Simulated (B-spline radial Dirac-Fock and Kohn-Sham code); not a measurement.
# Relativistic shifts of the levels of Xe⁴⁺

System: the Xe⁴⁺ ion in the configuration [Kr] 4d10 5s2 5p2.

Both columns are ΔSCF binding energies of the configuration average from a radial atomic solver: non-relativistic Hartree-Fock with a point nucleus, and Dirac-Fock with a finite nucleus and the Coulomb interaction alone, averaged over the two j levels with weights 2j+1.

```
shell  Hartree-Fock (eV)  Dirac-Fock (eV)  shift (eV)  shift (%)
   1s            33303.4          34738.2    +1434.76      +4.31
   2s             5166.9           5522.6     +355.76      +6.89
   2p             4849.1           4954.8     +105.64      +2.18
   3s             1126.9           1203.8      +76.88      +6.82
   3p              991.5           1015.6      +24.03      +2.42
   3d              742.3            732.1      -10.20      -1.37
   4s              256.4            272.2      +15.86      +6.19
   4p              206.1            210.0       +3.94      +1.91
   4d              118.6            116.0       -2.59      -2.18
   5s              63.93            66.50       +2.57      +4.02
   5p              52.27            52.70       +0.43      +0.83
```

Relativity binds 1s, 2s, 2p, 3s, 3p, 4s, 4p, 5s, 5p more strongly, among those listed most of all 2s in relative terms, and 3d, 4d more weakly, because the contracted s and p shells screen the nucleus better.

Values without a named source are computed, but for edge energies of neutral atoms, which are taken from tables.
